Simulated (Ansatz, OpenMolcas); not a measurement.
## How methods differ on C5H8O2 (acetylacetone (keto form))

The species is C5H8O2 (15 atoms), meant as a singlet with charge 0. As SMILES, `CC(=O)CC(C)=O`. The shape is that of a PBE0-D4/def2-TZVP optimisation. This is one conformer, not always the lowest.

Quantity: the atomisation enthalpy at 298 K, in kJ/mol. The values are calculated. The thermal term (zero-point and 298 K enthalpy, harmonic and unscaled) is that of HF/6-31G*; the spin-orbit lowering of the free atoms at 298 K, 0.9 kJ/mol by their spectra, is taken off.

Measured value to compare with: CRC Handbook of Chemistry and Physics; in doubt: it may belong to another isomer, state or phase gives the atomisation enthalpy at 298 K of the gas as 6209 kJ/mol.

| level | kind | program | value (kJ/mol) | computed − measured |
| --- | --- | --- | --- | --- |
| HF/6-31G* (spherical functions) | Hartree–Fock | Ansatz | 4371 | -1838 |
| SVWN5/6-31G* (spherical functions) | LDA | OpenMolcas | 7214 | +1005 |
| PBE/6-31G* (spherical functions) | GGA | Ansatz | 6377 | +168 |
| M06-L/6-31G* (spherical functions) | meta-GGA | OpenMolcas | 6157 | -52 |
| M06-2X/6-31G* (spherical functions) | hybrid meta-GGA | OpenMolcas | 6178 | -31 |
| MP2/6-31G* (spherical functions) | perturbation theory | Ansatz | 5776 | -433 |
| CCSD/6-31G* (spherical functions) | coupled cluster or CI | Ansatz | 5579 | -630 |

Nearest: M06-2X/6-31G* (spherical functions) (-31 kJ/mol); farthest: HF/6-31G* (spherical functions) (-1838 kJ/mol). Computed less measured by kind, in kJ/mol (6-31G* rows): Hartree–Fock -1838; LDA +1005; GGA +168; meta-GGA -52; global hybrid -31; perturbation theory -433; coupled cluster or CI -630. Wave-function methods converge slowly with the basis and bind too weakly in sets of this size; that is part of their error here.
